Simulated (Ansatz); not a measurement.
Molecule: sum formula SiH2Br (charge -1, singlet). It need not be the lowest isomer of its formula. Whether it binds its extra electron was not tested at this geometry. SMILES: [SiH2-]Br
Structure (B3LYP-D3(BJ)/def2-TZVP (Ansatz, a first-principles code) minimum search):
```xyz
4

Si    -1.6825     0.2451    -0.0067
Br     0.7822    -0.0528    -0.0015
H     -1.9194    -0.8740    -1.0326
H     -1.9042    -0.7088     1.1773
```
Charge -1, spin multiplicity 1.

Parts of the frozen-core correlation energy in STO-3G (Ansatz, hartree). Frozen orbitals: 19; correlated occupied orbitals by spin: 7 and 7; virtual: 3 and 3. Spin-orbit coupling is left out. Non-relativistic.

```tsv
term	value
reference (HF)	-2831.30133
MP2 opposite-spin	-0.03527
MP2 same-spin	?
CCSD correlation	?
(T)	?
FCI minus CCSD(T)	-0.00006
T1 diagnostic	0.007
largest doubles amplitude	0.070
```

### Question
What belongs in the gaps?

### Answer

- MP2 same-spin, value: -0.00072
- CCSD correlation, value: -0.05251
- (T), value: -0.00026
